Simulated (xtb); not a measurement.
C3H12Si3, triplet, at the geometry of the source list (a higher spin typed on purpose: for a closed-shell molecule this is an excited state); xtb 6.7.1 with GFN2-xTB.

Input for xtb:
```
$ xtb mol.xyz --gfn 2 --uhf 2 --grad --json

# file mol.xyz
18

C     -0.72460000     1.31960000    -1.00190000
Si     1.06930000     1.46630000    -0.39030000
C      1.77620000    -0.28610000    -0.18240000
Si     0.74920000    -1.39110000     0.97430000
C     -1.03470000    -1.44820000     0.31980000
Si    -1.83250000     0.26650000     0.12820000
H     -0.72540000     0.88890000    -2.00320000
H     -1.15400000     2.31480000    -1.10240000
H      1.87740000     2.23090000    -1.35800000
H      1.10240000     2.17480000     0.89700000
H      1.84440000    -0.76110000    -1.16110000
H      2.79630000    -0.22150000     0.19210000
H      1.31940000    -2.75010000     1.02070000
H      0.76470000    -0.83970000     2.33660000
H     -1.64380000    -2.05720000     0.98550000
H     -1.04410000    -1.95530000    -0.64500000
H     -1.95900000     0.90910000     1.44410000
H     -3.18120000     0.13960000    -0.45400000
```

The log (banner, timings and long lists left out):

```
   ID    Z sym.   atoms
    1    6 C      1, 3, 5
    2   14 Si     2, 4, 6
    3    1 H      7-18

           -------------------------------------------------
          |                Calculation Setup                |
           -------------------------------------------------

           -------------------------------------------------
          |                 G F N 2 - x T B                 |
           -------------------------------------------------

          ...................................................
          :                      SETUP                      :
          :.................................................:
          :  # basis functions                  54          :
          :  # atomic orbitals                  51          :
          :  # shells                           27          :
          :  # electrons                        36          :
          :  max. iterations                   250          :
          :  Hamiltonian                  GFN2-xTB          :
          :  restarted?                      false          :
          :  GBSA solvation                  false          :
          :  PC potential                    false          :
          :  electronic temp.          300.0000000     K    :
          :  accuracy                    1.0000000          :
          :  -> integral cutoff          0.2500000E+02      :
          :  -> integral neglect         0.1000000E-07      :
          :  -> SCF convergence          0.1000000E-05 Eh   :
          :  -> wf. convergence          0.1000000E-03 e    :
          :  Broyden damping             0.4000000          :
          :  net charge                          0          :
          :  unpaired electrons                  2          :
          ...................................................

 iter      E             dE          RMSdq      gap      omega  full diag
   1    -17.5842214 -0.175842E+02  0.588E+00    0.00       0.0  T
   2    -17.7259437 -0.141722E+00  0.320E+00    0.00       1.0  T
   3    -17.7263432 -0.399545E-03  0.212E+00    0.00       1.0  T
   4    -17.7229485  0.339476E-02  0.851E-01    0.01       1.0  T
   5    -17.6612892  0.616593E-01  0.216E+00    0.05       1.0  T
   6    -17.7244073 -0.631181E-01  0.771E-01    0.01       1.0  T
   7    -17.6921209  0.322865E-01  0.154E+00    0.04       1.0  T
   8    -17.7288349 -0.367140E-01  0.254E-01    0.00       1.0  T
   9    -17.7294264 -0.591590E-03  0.156E-01    0.00       1.0  T
  10    -17.7295882 -0.161741E-03  0.953E-02    0.00       1.0  T
  11    -17.7295841  0.404848E-05  0.511E-02    0.00       1.0  T
  12    -17.7296147 -0.305725E-04  0.269E-02    0.00       1.0  T
  13    -17.7296140  0.738282E-06  0.302E-02    0.00       1.0  T
  14    -17.7296143 -0.337078E-06  0.269E-02    0.00       1.0  T
  15    -17.7296136  0.735686E-06  0.278E-02    0.00       1.0  T
  16    -17.7296149 -0.137212E-05  0.250E-02    0.00       1.0  T
  17    -17.7296153 -0.332649E-06  0.214E-02    0.00       1.1  T
  18    -17.7296166 -0.132397E-05  0.120E-02    0.00       2.0  T
  19    -17.7296167 -0.672014E-07  0.535E-03    0.00       4.4  T
  20    -17.7296168 -0.969151E-07  0.184E-03    0.00      12.8  T
  21    -17.7296168  0.191016E-08  0.144E-03    0.00      16.4  T
  22    -17.7296168 -0.754999E-08  0.123E-03    0.00      19.2  T
  23    -17.7296168  0.901785E-10  0.128E-03    0.00      18.5  T
  24    -17.7296168  0.102365E-08  0.132E-03    0.00      17.9  T
  25    -17.7296168 -0.118368E-07  0.497E-04    0.00      47.5  T
  26    -17.7296168 -0.140290E-08  0.105E-04    0.00     224.0  T

   *** convergence criteria satisfied after 26 iterations ***

 transition dipole moment (au) for excitation:          18          19
     X       Y       Z
  -0.1277  -0.5036   0.2393  total (au/Debye):    0.572   1.454
 dE (eV)             :    5.651
 oscillator strength :  0.64054E-01

         :::::::::::::::::::::::::::::::::::::::::::::::::::::
[...]
         :: total energy             -17.505253017534 Eh    ::
[...]
      -------------------------------------------------------------
                  HL-Gap            0.0000621 Eh            0.0017 eV
             Fermi-level           -0.2803012 Eh           -7.6274 eV

     #   Z          covCN         q      C6AA      α(0)
     1   6 C        3.598    -0.227    25.749     7.342
     2  14 Si       3.696     0.399    99.703    19.125
     3   6 C        3.598    -0.227    25.750     7.342
     4  14 Si       3.696     0.399    99.702    19.125
     5   6 C        3.598    -0.227    25.749     7.342
     6  14 Si       3.696     0.399    99.707    19.125
     7   1 H        0.925     0.016     2.793     2.613
     8   1 H        0.925     0.010     2.884     2.656
     9   1 H        0.915    -0.084     5.028     3.507
    10   1 H        0.917    -0.115     6.116     3.868
    11   1 H        0.925     0.016     2.793     2.613
    12   1 H        0.925     0.010     2.887     2.657
    13   1 H        0.915    -0.084     5.028     3.507
    14   1 H        0.917    -0.115     6.115     3.868
    15   1 H        0.925     0.010     2.885     2.656
    16   1 H        0.925     0.016     2.793     2.613
    17   1 H        0.916    -0.115     6.126     3.871
    18   1 H        0.915    -0.084     5.026     3.506

 Mol. C6AA /au·bohr⁶  :       4748.340819
 Mol. C8AA /au·bohr⁸  :     173285.793399
 Mol. α(0) /au        :        117.338247

Wiberg/Mayer (AO) data.
largest (>0.10) Wiberg bond orders for each atom

 ---------------------------------------------------------------------------
     #   Z sym  total        # sym  WBO       # sym  WBO       # sym  WBO
 ---------------------------------------------------------------------------
     1   6 C    3.756 --     8 H    0.987     7 H    0.986     2 Si   0.778
                             6 Si   0.778
     2  14 Si   3.438 --    10 H    0.874     9 H    0.817     3 C    0.779
                             1 C    0.778
     3   6 C    3.756 --    12 H    0.988    11 H    0.986     4 Si   0.779
                             2 Si   0.779
     4  14 Si   3.438 --    14 H    0.874    13 H    0.817     3 C    0.779
                             5 C    0.778
     5   6 C    3.756 --    15 H    0.987    16 H    0.986     6 Si   0.779
                             4 Si   0.778
     6  14 Si   3.438 --    17 H    0.874    18 H    0.817     5 C    0.779
                             1 C    0.778
     7   1 H    0.999 --     1 C    0.986
     8   1 H    0.991 --     1 C    0.987
     9   1 H    0.929 --     2 Si   0.817
    10   1 H    0.980 --     2 Si   0.874
    11   1 H    0.999 --     3 C    0.986
    12   1 H    0.991 --     3 C    0.988
    13   1 H    0.929 --     4 Si   0.817
    14   1 H    0.980 --     4 Si   0.874
    15   1 H    0.991 --     5 C    0.987
    16   1 H    0.999 --     5 C    0.986
    17   1 H    0.980 --     6 Si   0.874
    18   1 H    0.929 --     6 Si   0.817
 ---------------------------------------------------------------------------

Topologies differ in total number of bonds
Writing topology from bond orders to xtbtopo.mol

molecular dipole:
                 x           y           z       tot (Debye)
 q only:        0.002      -0.047      -0.097
   full:        0.010      -0.248      -0.518       1.460
molecular quadrupole (traceless):
                xx          xy          yy          xz          yz          zz
 q only:        0.268       0.010       0.124       0.018      -0.324      -0.392
  q+dip:       -2.021      -0.027      -0.852      -0.064       2.308       2.874
   full:       -0.488       0.004      -0.180       0.001       0.518       0.668

           -------------------------------------------------
          | TOTAL ENERGY              -17.505253017534 Eh   |
          | GRADIENT NORM               0.036462114092 Eh/α |
          | HOMO-LUMO GAP               0.001688854684 eV   |
           -------------------------------------------------

normal termination of xtb
```
